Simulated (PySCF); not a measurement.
Correlation energy of Br²¹⁺ (bromine, charge +21)

[Ne] 3s2 3p2, high-spin 3P determinant. Computed with PySCF 2.14 in an uncontracted even-tempered set (18 s from 2.1 bohr⁻², ratio 2.5; 12 p from 2.7 bohr⁻², ratio 2.5; 5 d from 12 bohr⁻², ratio 2.7; 4 f from 18 bohr⁻², ratio 2.7), with the spin-free X2C one-electron Hamiltonian (Gaussian nucleus). Frozen: 1s2; 12 electrons correlated; the 22 highest virtual orbitals of each spin left out.

| level | correlation energy (mhartree) |
| --- | --- |
| CCSD | -490.71 |
| (T) | -1.97 |
| CCSD(T) | -492.68 |

Diagnostics: T1 = 0.0015, D1 = 0.0063, largest double amplitude 0.075.

Spin-orbit coupling is strong in this species (close to jj coupling), so the high-spin LS determinant is a model state, not a physical level.

Cost of the coupled-cluster step: about 70 core-seconds, for 12 correlated electrons.

Iterations:

```
CC2 = 0
CCSD nocc = (np.int64(7), np.int64(5)), nmo = (84, 84)
frozen orbitals [[0, 85, 86, 87, 88, 89, 90, 91, 92, 93, 94, 95, 96, 97, 98, 99, 100, 101, 102, 103, 104, 105, 106], [0, 85, 86, 87, 88, 89, 90, 91, 92, 93, 94, 95, 96, 97, 98, 99, 100, 101, 102, 103, 104, 105, 106]]
max_cycle = 100
direct = 0
conv_tol = 1e-08
conv_tol_normt = 1e-06
diis_space = 8
diis_start_cycle = 0
Init t2, MP2 energy = -0.467122539574826
Init E_corr(UCCSD) = -0.46712253957495
cycle = 1  E_corr(UCCSD) = -0.48390610630096  dE = -0.0167835667  norm(t1,t2) = 0.0214317
cycle = 2  E_corr(UCCSD) = -0.488599917208499  dE = -0.00469381091  norm(t1,t2) = 0.00705817
cycle = 3  E_corr(UCCSD) = -0.490739608491954  dE = -0.00213969128  norm(t1,t2) = 0.00250404
cycle = 4  E_corr(UCCSD) = -0.490708963583987  dE = 3.0644908e-05  norm(t1,t2) = 0.000192994
cycle = 5  E_corr(UCCSD) = -0.49071006391507  dE = -1.10033108e-06  norm(t1,t2) = 1.11016e-05
cycle = 6  E_corr(UCCSD) = -0.490709923830955  dE = 1.40084115e-07  norm(t1,t2) = 9.39027e-07
cycle = 7  E_corr(UCCSD) = -0.490709914650439  dE = 9.18051601e-09  norm(t1,t2) = 1.18946e-07
UCCSD converged
E(UCCSD) = -2338.657740235625  E_corr = -0.4907099146504393
UCCSD(T) correction = -0.00197262700381368
```

At this charge the one-electron X2C treatment keeps the bare 1/r₁₂, with no two-electron picture change or Breit term. The effect here is smaller than on the frozen 1s shell; and a scalar Hamiltonian misses the large spin-orbit splitting of the p shells, which matters for ns² → np² pairs.

Spin-orbit coupling is strong in this species, so the high-spin LS determinant is a model state.
